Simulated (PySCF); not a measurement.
**Working out the excitation energy of C(2+)**

C(2+) [He] 2s2 (1S) → C(2+) [He] 2p2 (3P). Computed with PySCF 2.14 in ANO-RCC-VTZP (4s3p2d1f, 30 functions), with scalar relativity by spin-free X2C-1e. Frozen: nothing. Energies in hartree (1 hartree = 27.21139 eV):

```csv
part,C(2+) (lower),C(2+) (upper)
UHF,-36.423210,-35.857101
CCSD correlation,-0.078352,-0.017381
(T),-0.000255,-0.000022
```

Q: What does Hartree-Fock give?

A: (-35.857101) − (-36.423210) = 0.566109 hartree = 15.405 eV.

Q: What do CCSD and CCSD(T) give?

A: The CCSD correlation energies differ by 0.060971 hartree = 1.659 eV and the triples by 0.000233 hartree = 0.006 eV, so CCSD gives 17.064 eV and CCSD(T) 17.070 eV.

The coupled-cluster amplitudes are large, so a single reference is strained.
